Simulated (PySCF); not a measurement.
Trends in electronic spectra. Theory: TDDFT PBE0/def2-SVPD, vertical, gas phase, core orbitals frozen in the response in PySCF 2.14.0, density-fitted response routines. Geometries: PBE0-D3(BJ)/def2-SVP; one conformer of each isolated species. Triplets are in the Tamm–Dancoff approximation. Relativistic effects are left out although some hold elements past zinc.

Question: Rank by computed lowest singlet excitation energy, lowest first.
A. `N#C[C@@H](F)CF`
B. `C=CC[NH][Ge@H]([F])[CH]1CC1`
C. `CS(=O)(=O)Cl`
D. `Cc1n(ccc1)C`

Answer: D (5.34 eV), C (5.49 eV), B (5.85 eV), A (7.23 eV).

```tsv
SMILES	S1 (eV)	α (au)	LUMO (eV)	f (S1)	HOMO (eV)	gap (eV)	S1 mainly
Cc1cccn1C	5.34	78.1	0.60	0.003	-5.76	6.36	H→L (98%)
CS(=O)(=O)Cl	5.49	56.1	-2.15	0.004	-9.32	7.16	H→L (97%)
C=CC[NH][Ge@H]([F])[CH]1CC1	5.85	109.2	-0.03	0.072	-7.08	7.05	H→L (94%)
N#C[C@@H](F)CF	7.23	42.0	-0.67	0.001	-10.05	9.38	H→L (85%)
```

H and L stand for HOMO and LUMO.

- `Cc1cccn1C`: Löwdin shares by element: HOMO carbon 79% or more (atoms not listed hold the other 21%); LUMO carbon 39% or more, hydrogen 19% or more (atoms not listed hold the other 43%).
- `CS(=O)(=O)Cl`: Löwdin shares by element: HOMO chlorine 54%, oxygen 45%; LUMO chlorine 41%, sulfur 28%, oxygen 22%.
- `C=CC[NH][Ge@H]([F])[CH]1CC1`: Löwdin shares by element: HOMO nitrogen 53%, carbon 24% or more (atoms not listed hold the other 22%); LUMO carbon 65% or more, germanium 5% (atoms not listed hold the other 30%).
- `N#C[C@@H](F)CF`: Löwdin shares by element: HOMO carbon 44%, nitrogen 31% (atoms not listed hold the other 26%); LUMO carbon 43% or more, nitrogen 33%, fluorine 12% or more.
